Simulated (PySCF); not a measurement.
Computed shifts of a molecule C₄H₅NSi, PBE/pcSseg-1 in PySCF, GIAO, gas phase, atoms alike by connectivity averaged where their shifts nearly agree, in ppm (number of nuclei): ¹³C: 116.8 (1), 78.1 (1), 77.6 (1), 9.7 (1). ²⁹Si: -54.8 (1). ¹⁵N: 306.3 (1). ¹H: 4.52 (3), 3.29 (1), 2.40 (1). References: ¹³C against TMS (σ = 182.0 ppm); ²⁹Si against TMS (σ = 335.4 ppm); ¹⁵N against NH3 (σ = 267.0 ppm); ¹H against TMS (σ = 31.49 ppm), references at their B3LYP-D3(BJ)/def2-TZVP geometries, non-relativistic. Coordinates come from a ωB97X-D3(BJ)/def2-SVP optimisation. One conformer was computed; it need not be the lowest.

Problem. Which molecule gave these data?
A. C#C[C@@H]([SiH3])C#N
B. C#C[SiH2]CC#N
C. C#C[SiH](N)C#C
D. N#CC=C=C[SiH3]

Solution. A, C#C[C@@H]([SiH3])C#N
